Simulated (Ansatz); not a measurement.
`[NH]=[Mo](=[NH])([NH2])[OH]` and `[NH]=[Mo](=[NH])([OH])[F]` differ in one atom or group.

Ansatz, PBE0-D4/def2-TZVP geometries, multiplicity 1. Each molecule was computed in one conformer, which needn't be the lowest.

Elements past krypton have def2 core potentials.

```csv
property,`[NH]=[Mo](=[NH])([NH2])[OH]`
HOMO–LUMO gap (PBE0/def2-TZVPP) / eV,6.31
HOMO energy (PBE/def2-TZVPP) / eV,-5.96
LUMO energy (B3LYP/def2-TZVPP) / eV,-1.20
LUMO energy (PBE0/def2-TZVPP) / eV,-0.97
size of the dipole moment (ωB97M-V/def2-TZVPP) / D,2.05
zero-point energy (PBE0-D4/def2-TZVP) / kJ/mol,175.2
```

Problem. Give the same properties after the change, and the shifts. (An estimate is asked.)

Solution. Computed: 
```csv
property,`[NH]=[Mo](=[NH])([OH])[F]`,shift
HOMO–LUMO gap (PBE0/def2-TZVPP) / eV,6.48,0.17
HOMO energy (PBE/def2-TZVPP) / eV,-6.73,-0.77
LUMO energy (B3LYP/def2-TZVPP) / eV,-1.89,-0.69
LUMO energy (PBE0/def2-TZVPP) / eV,-1.64,-0.67
size of the dipole moment (ωB97M-V/def2-TZVPP) / D,3.03,0.98
zero-point energy (PBE0-D4/def2-TZVP) / kJ/mol,114.6,-60.6
```

With PBE0 the HOMO falls by 0.84 eV and the LUMO falls by 0.67 eV, so the gap widens by about 0.17 eV. PBE moves the HOMO by -0.77 eV and ωB97M-V by -0.85 eV. The zero-point energy changes by -60.6 kJ/mol with -6 modes. Dipoles are sizes alone; their direction can turn.

B3LYP here is the variant with VWN-RPA as its local correlation; programs differ in this.
